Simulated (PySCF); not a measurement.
**[La(SH)2]+ at several levels of theory**

Computed with PySCF 2.14.0 (density fitting, no spin-orbit coupling) at the geometry relaxed with PBE0:

```xyz
5
[La(SH)2]+ (singlet)
La    0.0000    0.0000   -0.8012
S     2.0091   -0.1303    0.8572
H     2.9976   -0.2020   -0.0703
S    -2.0091    0.1303    0.8572
H    -2.9976    0.2020   -0.0703
```

```tsv
level	basis	state	HOMO (eV)	gap (eV)	charge on La1 (e)	population of f-type functions on La1 (polarisation alone where 4f lies in the core)	dipole about the centre of mass (D)	largest force component (eV/Å)
PBE0	La lcecp-1-SVP with ECP46, S def2-SVP, H def2-SVP	singlet	-11.86	4.81	1.18	0.04	8.07	0.00
PBE0	La lcecp-1-TZVP with ECP46, S def2-TZVP, H def2-TZVP	singlet	-11.80	4.84	1.43	0.06	7.71	0.20
```

In the lcecp rows the 4f levels are missing from HOMO and gap, and the state counts the valence alone.

Charges are Mulliken's, which hang on the basis. The relaxation used the grid (50, 194), these runs (75, 302) or, all-electron (x2c bases, spin-free X2C Hamiltonian), (99, 590).

(1) A further run in the first row's basis gives HOMO (eV) -10.85, gap (eV) 3.26, charge on La1 (e) 1.16, population of f-type functions on La1 (polarisation alone where 4f lies in the core) 0.03, dipole about the centre of mass (D) 7.75, largest force component (eV/Å) 0.40. Which level was it?
A. TPSS
B. HF

Answers

(1) A. The others give HOMO -14.21 eV (HF).
